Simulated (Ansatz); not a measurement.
Relaxation of BClGaH₂ (5 atoms, charge 0, multiplicity 2), to a largest force component of 0.015 eV/Å in at most 40 steps.

Level of theory: UKS B3LYP-D4/def2-SVP in Ansatz 0.2.0.

```xyz
5
Properties=species:S:1:pos:R:3:forces:R:3
B -1.401 0.295 -0.247 0.69 -0.18 0.70
Ga 0.545 0.094 0.293 -0.24 -1.41 -0.24
Cl 1.627 1.863 0.615 0.68 1.25 0.26
H -2.063 0.287 -1.202 -0.79 0.11 -0.77
H 1.451 -1.207 0.461 -0.34 0.23 0.05
```

Question: Where does it end, and by what steps?

Answer: The forces met the threshold. After 8 steps the energy has fallen by 0.168 eV; B1 moved furthest, 0.36 Å.

```csv
step,energy less start (eV),largest force component (eV/Å),accepted
0,0.0000,1.405,yes
1,-0.1179,0.295,yes
2,-0.1373,0.302,yes
3,-0.1487,0.319,yes
4,-0.1629,0.240,yes
5,-0.1485,0.380,no
6,-0.1671,0.038,yes
7,-0.1677,0.068,yes
8,-0.1678,0.014,yes
```

```xyz
5
Properties=species:S:1:pos:R:3
B -1.208 0.234 -0.543
Ga 0.625 0.025 0.238
Cl 1.589 1.938 0.657
H -2.295 0.383 -1.017
H 1.448 -1.249 0.585
```

Time of the run: 13 s on 2 threads of Intel(R) Xeon(R) 6975P-C (Granite Rapids), with other jobs on the host, peak memory 0.22 GiB.
